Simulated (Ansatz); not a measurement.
`BB(O)N=C`, relaxed with RKS PBE0-D4/def2-TZVP in Ansatz 0.2.0 from a PBE-D4/def2-SVP geometry. The force threshold is 0.005 eV/Å; the program also tests the step.

The species carries charge 0 and has multiplicity 1.

Start:

```xyz
10

B     0.781   -1.249    0.891
B    -0.410   -0.074    0.523
O    -1.568    0.151    1.259
N    -0.187    0.668   -0.634
C     0.097    1.270   -1.696
H     1.900   -1.228    0.406
H     0.537   -2.179    1.650
H    -1.611   -0.476    2.000
H    -0.178    0.868   -2.701
H     0.637    2.248   -1.697
```

```csv
step,energy (eV),largest force (eV/Å),largest move (Å)
1,-6003.2638,0.680,0.000
2,-6003.3071,0.232,0.048
3 (rejected),-6003.2459,1.439,0.163
4 (rejected),-6003.3052,0.357,0.062
5,-6003.3117,0.086,0.030
6,-6003.3123,0.073,0.078
7 (rejected),-6003.3120,0.105,0.021
8,-6003.3130,0.038,0.009
9,-6003.3135,0.022,0.056
10 (rejected),-6003.3135,0.069,0.070
11 (rejected),-6003.3125,0.067,0.035
14,-6003.3140,0.035,0.011
17,-6003.3142,0.042,0.028
20,-6003.3144,0.012,0.003
23 (rejected),-6003.3143,0.070,0.057
26,-6003.3146,0.027,0.012
29,-6003.3149,0.043,0.007
32,-6003.3160,0.060,0.021
35 (rejected),-6003.3167,0.158,0.052
38,-6003.3181,0.096,0.010
41,-6003.3189,0.054,0.028
44,-6003.3213,0.124,0.131
47,-6003.3236,0.039,0.036
50 (rejected),-6003.3226,0.089,0.089
53,-6003.3244,0.010,0.014
56,-6003.3245,0.007,0.010
57,-6003.3245,0.004,0.004
```

End:

```xyz
10

B     0.790   -1.242    0.842
B    -0.294    0.030    0.577
O    -1.449    0.272    1.284
N     0.051    0.940   -0.434
C     0.039    1.184   -1.657
H     1.850   -1.099    1.381
H     0.536   -2.352    0.461
H    -1.594   -0.350    1.997
H    -0.455    0.536   -2.394
H     0.526    2.080   -2.056
```

It took 2.5 min on 2 threads of an AMD EPYC 9B14 on a shared host, with 0.44 GiB of host memory at the peak.
